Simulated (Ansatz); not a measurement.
C2H7AlSi, SMILES `[CH2]1[AlH][CH2][SiH2]1`. Charge 0, multiplicity 1.

```xyz
11

C    -0.6277    1.2263   -0.2903
Al   -1.3772   -0.5596    0.0580
C     0.4297   -1.3389    0.0712
Si    1.0312    0.4498    0.1760
H    -0.9528    2.1194    0.2431
H    -0.6633    1.4505   -1.3645
H    -2.8388   -1.1257    0.3160
H     0.6633   -1.7693   -0.9116
H     0.7651   -2.0472    0.8286
H     1.3900    0.7960    1.5818
H     2.1804    0.7987   -0.7083
```

**Question.** What are the harmonic wavenumbers in cm⁻¹ at PBE0-D4/def2-TZVP (Ansatz, finite differences of forces, unscaled)? (Best estimate.)

**Answer.** The calculation gave: 85, 316, 339, 374, 473, 556, 560, 587, 612, 676, 699, 741, 839, 872, 884, 888, 905, 951, 1356, 1374, 1911, 2189, 2196, 3050, 3052, 3145, 3147.

**Question.** Is this a minimum?

**Answer.** Yes, all 27 modes are real.

**Question.** Give the ideal-gas thermochemistry at 298.15 K and 1 bar (rigid rotor, harmonic oscillator; point group Cs, symmetry number 1).

**Answer.** Zero-point energy 196.0 kJ/mol; H(298) − E = 215.1 kJ/mol; entropy 321.8 J/(mol·K), of which translation 164.4, rotation 107.6, vibration 49.8; G(298) − E = 119.2 kJ/mol. Modes under 100 cm⁻¹ are hindered rotations or soft bends, so the harmonic entropy is rough.

**Question.** And at 400, 500, 600, 800 and 1000 K?

**Answer.** 
| T (K) | H − E (kJ/mol) | S (J/mol/K) | G − E (kJ/mol) |
| --- | --- | --- | --- |
| 400 | 227.7 | 357.7 | 84.6 |
| 500 | 242.1 | 389.9 | 47.2 |
| 600 | 258.2 | 419.3 | 6.7 |
| 800 | 294.1 | 470.7 | -82.5 |
| 1000 | 333.5 | 514.6 | -181.1 |
